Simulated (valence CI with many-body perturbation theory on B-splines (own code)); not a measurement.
## Ladder of approximations for La

Calculated by valence CI with perturbative core correlation (CI+MBPT): three valence electrons over a frozen Dirac-Fock core [Xe], radial functions for each j: 8 s, 8 p, 9 d, 9 f, 6 g, 3 h, 2 i, with the one-electron correlation potential Σ1, the two-electron term Σ2, the three-electron term Σ3, Breit, model QED; selected CI, second order for the rest (own B-spline code, finite nucleus).

Against 55 measured levels this calculation errs by 552 cm⁻¹ on average and by 1451 at most. These come from a selection out of the NIST Handbook of Basic Atomic Spectroscopic Data. Levels without a partner in it may be off by more, other configurations by several thousand cm⁻¹. 1 measured level below the end of the list, from 16538 cm⁻¹ on, found no clear computed partner.

Each rung adds one term. CI alone is the Dirac-Coulomb CI over the frozen core; QED comes last and gives the full result, which names the levels. Energies are above 5d 6s2 2D_3/2 on the same rung, in cm⁻¹. A blank means that the level has no clear partner on that rung.

Names give the largest LS component (configuration and term), which can be under half, so a name can repeat, a term be missing and a line seem to break the LS rules; names also repeat where a configuration has a term twice.

| Level | CI alone | Σ1 | Σ2 | Σ3 | Breit | QED | Full |
| --- | --- | --- | --- | --- | --- | --- | --- |
| 5d 6s2 2D_5/2 | 857 | +256 | -77 | +1.3 | -31 | +0.9 | 1007 |
| 5d2 6s 4F_3/2 | 5960 | -2688 | -1154 | +16 | -56 | -50 | 2028 |
| 5d2 6s 4F_5/2 | 6184 | -2573 | -1141 | +15 | -66 | -48 | 2370 |
| 5d2 6s 4F_7/2 | 6510 | -2404 | -1152 | +15 | -80 | -47 | 2841 |
| 5d2 6s 4F_9/2 | 6923 | -2189 | -1135 | +13 | -99 | -45 | 3468 |
| 5d2 6s 2F_5/2 | 9074 | -2075 | -544 | +15 | -71 | -59 | 6341 |
| 5d2 6s 4P_1/2 | 9581 | -1763 | -904 | +19 | -63 | -47 | 6823 |
| 5d2 6s 4P_3/2 | 9784 | -1709 | -893 | +19 | -71 | -45 | 7085 |
| 5d2 6s 4P_5/2 | 9854 | -1689 | -776 | +15 | -74 | -45 | 7286 |
| 5d2 6s 2F_7/2 | 9859 | -1785 | -575 | +16 | -98 | -56 | 7362 |
| 5d2 6s 2D_3/2 |  |  | -552 | +17 | -70 | -52 | 8015 |
| 5d2 6s 2P_1/2 | 12316 | -2542 | -1310 | +26 | -91 | -63 | 8336 |
| 5d2 6s 2D_5/2 | 10729 | -1334 | -407 | +2.2 | -87 | -40 | 8864 |
| 5d2 6s 2P_3/2 |  |  | -1095 | +19 | -105 | -53 | 9110 |
| 5d2 6s 2G_9/2 | 12416 | -1751 | -1116 | +6.3 | -89 | -51 | 9415 |
| 5d2 6s 2G_7/2 | 12454 | -1752 | -1133 | +13 | -91 | -52 | 9440 |
| 5d3 4F_3/2 | 17582 | -4287 | -2079 | -15 | -115 | -98 | 10987 |
| 5d3 4F_5/2 | 17844 | -4173 | -2096 | -16 | -126 | -97 | 11337 |
| 5d3 4F_7/2 | 18162 | -4031 | -2092 | -17 | -139 | -95 | 11788 |

The middle columns are the shifts that each term adds.

(1) How does the ionisation energy move along the ladder, and which term matters most?

Results:

(1) CI alone 5.5474, + Σ1 5.7338, + Σ2 5.4848, + Σ3 5.4778, + Breit 5.4689, + QED 5.4577 eV. The largest step is Σ2, -0.2490 eV. NIST lists 5.5769 ± 0.0006 eV (measured), further off than its uncertainty and the later steps.
